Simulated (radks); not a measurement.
These are the eigenvalues of the occupied orbitals of an atom or ion with whole-number occupations (eV). All-electron calculation, scalar-relativistic Kohn-Sham, exchange-only LDA, spin-polarised, spherical densities, point nucleus. Program: a radial shooting solver on a logarithmic mesh with Libxc functionals.

1s up: -85235.07
1s down: -85234.87
2s up: -18647.02
2s down: -18640.36
2p up: -16740.86
2p down: -16735.40
3s up: -7219.171
3s down: -7211.548
3p up: -6660.746
3p down: -6653.084
3d up: -6173.826

Which element is it, and in what charge state? The configuration may be excited. Open shells, if any, are filled with parallel spins first.

Answer. Z = 79, gold, charge +60: Au60+ in [Ar] 3d1. The list shows which subshells hold electrons but not how many an open one holds; the 1s level, -3132.3 hartree, gives Z - s = 79.1 by -(Z - s)^2/2, which with screening and relativity narrows Z to a few neighbours, and the depths of the outer levels then fix element, charge and occupations together.
